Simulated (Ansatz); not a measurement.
A nudged elastic band was laid between two geometries of CH$_{6}$FNOSi (11 atoms, charge 0, multiplicity 1).

These are results of RKS BHLYP/def2-SVP (Ansatz 0.2.0), not measurements.

```json
{
 "movable images": "5",
 "climbing image": "yes",
 "spring": "5.0 eV/Å²",
 "optimiser": "quadratic models (default)",
 "start path": "IDPP",
 "force threshold": "0.05 eV/Å",
 "iteration limit": "60",
 "end points": "relaxed"
}
```

First end point:

```xyz
11
Properties=species:S:1:pos:R:3
O -1.117 -0.998 1.481
C 0.098 -1.006 0.803
N 0.539 0.291 0.372
Si 0.291 0.960 -1.178
F -1.260 1.367 -1.429
H -1.789 -0.633 0.907
H 0.820 -1.438 1.500
H 0.064 -1.658 -0.081
H 0.735 0.916 1.139
H 0.599 -0.050 -2.204
H 1.085 2.193 -1.290
```

Last end point:

```xyz
11
Properties=species:S:1:pos:R:3
O -1.158 -1.317 0.684
C 0.205 -1.034 0.740
N 0.539 0.313 0.367
Si 0.151 1.005 -1.151
F -1.375 1.540 -1.233
H -1.630 -0.691 1.229
H 0.619 -1.227 1.737
H 0.670 -1.742 0.049
H 0.736 0.928 1.140
H 0.308 -0.026 -2.188
H 0.999 2.192 -1.353
```

(1) What changes between the two ends?

(2) Give the energies along the band, and the barrier.

(3) What is the geometry of the highest image?

(4) What are the harmonic wavenumbers there?

## Answers

(1) No bond is made or broken. The dihedral H6–O1–C2–N3 goes from 59 to -56°.

(2) The forces met the threshold. The highest image is number 3 of 0 to 6, 2.3 kcal/mol above the first end and 1.4 kcal/mol above the last; the last end lies 0.9 kcal/mol above the first. A vibrational analysis at the climbing image gives one clearly imaginary mode, 337i cm⁻¹: a first-order saddle point.

| image | path coordinate (Å) | energy (kcal/mol) | dihedral H6–O1–C2–N3 (°) |
| --- | --- | --- | --- |
| 0 | 0.00 | 0.0 | 59 |
| 1 | 0.27 | 0.3 | 49 |
| 2 | 0.54 | 1.5 | 24 |
| 3 | 0.82 | 2.3 | -3 |
| 4 | 1.07 | 1.7 | -28 |
| 5 | 1.32 | 1.0 | -49 |
| 6 | 1.57 | 0.9 | -56 |

(3) 
```xyz
11
Properties=species:S:1:pos:R:3:forces:R:3
O -1.174 -1.241 1.106 0.00 0.01 0.01
C 0.172 -1.046 0.780 0.01 0.01 -0.01
N 0.487 0.294 0.379 -0.01 -0.01 0.00
Si 0.194 0.956 -1.171 0.00 0.01 0.01
F -1.350 1.415 -1.354 0.01 -0.01 0.00
H -1.623 -0.403 1.042 -0.01 -0.01 0.00
H 0.794 -1.316 1.641 0.00 0.00 0.00
H 0.431 -1.728 -0.037 0.00 0.00 0.00
H 0.678 0.922 1.145 0.00 0.00 0.00
H 0.446 -0.082 -2.183 0.00 0.00 0.00
H 1.008 2.172 -1.328 0.00 0.00 0.00
```

(4) 337i, 66, 106, 269, 314, 480, 548, 682, 793, 836, 896, 972, 1001, 1107, 1121, 1202, 1319, 1335, 1474, 1502, 1578, 2351, 2358, 3116, 3159, 3706, 4011 cm⁻¹.

The run took 58 s on 2 threads of AMD EPYC 7R13 Processor (Zen 3), with other jobs on the host, peak memory 0.24 GiB.
